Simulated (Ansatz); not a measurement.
Input file for Ansatz (a program for electronic structure): R-wB97X-V/def2-TZVPPD on CH6O2Si (a complex), monomers drawn apart or pushed together. Files ending in .json are basis or fitting sets from the Basis Set Exchange.

Ansatz 0.2 input:
```yaml
crystal:
  periodic: [false, false, false]
  atoms:
    - {symbol: Si, position_ang: [0.10655027, -0.31917526, 0.64220098]}
    - {symbol: H, position_ang: [-0.27518128, -0.53061173, -0.77427612]}
    - {symbol: H, position_ang: [0.68623971, -1.55908719, 1.19231386]}
    - {symbol: H, position_ang: [-1.14324738, 0.00998596, 1.38020952]}
    - {symbol: H, position_ang: [1.04486590, 0.81481815, 0.74117111]}
    - {symbol: O, position_ang: [0.89258600, 0.29208037, 4.47712256]}
    - {symbol: C, position_ang: [0.01941637, 0.57660925, 5.24893587]}
    - {symbol: O, position_ang: [-1.27455870, 0.71790242, 4.93635537]}
    - {symbol: H, position_ang: [0.16772731, 0.75985405, 6.32062810]}
    - {symbol: H, position_ang: [-1.37369586, 0.54932944, 3.98085160]}
basis:
  gaussian:
    orbitals: def2-TZVPPD.json
hamiltonian:
  xc: {name: wB97X-V}
scf: {lower_state_search: off}
```

Output:

```
WARN ansatz: RAYON_NUM_THREADS=2 ignored (pool sized by the plan → 2); use --threads N
Functional definition: wB97X-V
these checks for a lower state are left out or cut short: stability, starts, cluster_reference, orbital_swaps, neighbouring_geometries, increment
integrals: 0.25 GiB planned
1211 factors; their error is unknown
integrals: 0.28 GiB planned
377 factors; integrals over basis functions are off by at most 2.6e-5 eV
mean field: 2.00 GiB planned
mean field evaluation 1: about -13101.4779 eV, gradient 5.1e1 eV
mean field evaluation 2: about -13100.6625 eV, gradient 5.8e1 eV
mean field evaluation 4: about -13105.7078 eV, gradient 3.3e0 eV
mean field evaluation 8: about -13105.7349 eV, gradient 3.9e-2 eV
mean field evaluation 16: about -13105.7422 eV, gradient 2.1e-5 eV
mean field -13105.74224449 eV, -481.6271440937 hartree, gradient 5.0e-6 eV, S^2 0.000000; 0 other end points of the search recorded, 0 dependent functions left out
reference -13105.74224151 eV, -481.6271439844 hartree; 21, 21 occupied and 246, 246 virtual orbitals, 1211 factors
Total energy: -13105.74224151 eV, -481.6271439844 hartree
Checks for a lower state left out: stability, starts, cluster_reference, orbital_swaps, neighbouring_geometries, increment
```

The run converged.

Cost: about 11 core-seconds (a rough figure).
